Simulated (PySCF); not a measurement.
# Structure revision by computed shifts

A compound C6H12OSi2 gives the data below (simulated from a calculation) and was assigned the structure `CC#C[SiH2]O[SiH2]C1CC1`.

¹³C{¹H} NMR (computed): δ 105.7 (CH), 90.5 (C), 51.1 (CH), 9.4 (CH2), 8.2 (CH2), -11.4 (CH3).

¹H NMR (300 MHz, computed): δ 5.47 (m, 1H), 3.87 (m, 1H), 3.63 (m, 1H), 3.46 (m, 1H), 2.16 (d, 1H), 0.92 (m, 1H), 0.62 (m, 1H), 0.47 (m, 1H), 0.46 (m, 1H), 0.26 (m, 3H).

PySCF 2.14.0 with density-fitted response routines calculation with coordinates at the GFN2-xTB level and GIAO PBE0/pcSseg-1 shieldings; fast rotation and ring inversion assumed for equivalent nuclei, one computed conformer, non-relativistic, in vacuum.

References, each an isolated molecule treated in the same way: ¹H (σref 31.72), ¹³C (σref 186.93) against TMS.

Q: Compare with the shifts computed for the proposed structure, pairing carbons in order of shift.

A: Numbering as in the mapped SMILES `[CH3:1][C:2]#[C:3][SiH2:4][O:5][SiH2:6][CH:7]1[CH2:8][CH2:9]1`; H(Xn) means a hydrogen on atom n.

```tsv
atom	computed for proposal	given list	difference
C2	112.5	105.7	+6.8
C3	86.8	90.5	-3.7
C1	5.9	51.1	-45.2
C8	3.6	9.4	-5.8
C9	3.6	8.2	-4.6
C7	-2.4	-11.4	+9.0
```

The rms difference is 19.3 ppm and the largest -45.2 ppm at C1 (propargylic methyl carbon). The proposal also would give 5 carbon signals, not 6. The carbon types in order of shift don't match either: C, C, CH3, CH2, CH2, CH for the proposal against CH, C, CH, CH2, CH2, CH3 in the data. The proposal doesn't fit.

Q: Which isomer fits?

A: `C#C[Si@@H](OC1CC1)[SiH2]C`.

- Carbon types of the structure: 1 × C, 2 × CH, 2 × CH2, 1 × CH3, leaving 3 H on heteroatoms.
- δC 105.7: terminal alkyne carbon.
- δC 90.5: alkyne carbon; the triple bond shields along its axis, which puts it between sp3 and sp2 carbons.
- δH 3.46, 0.92, 0.62, 0.47, 0.46: hydrogen on a three-membered-ring carbon.
- δH 2.16: hydrogen on a terminal alkyne carbon; it lies on the axis of the triple bond, in its shielding cone.

The data come from this structure; uniqueness wasn't tested.

Shifts are as computed. Against solution values, carbons near 30 ppm lie about +3 ppm off and those near 130 ppm about +5 ppm. Of 1211 compounds with measured shifts, 218 miss one by over three times the rms of a fit or turn the order of signals round; such compounds aren't used in these exercises. Multiplicities follow the n + 1 count of equivalent neighbours, as no J values were calculated; m marks all less simple cases, F and P coupling included.
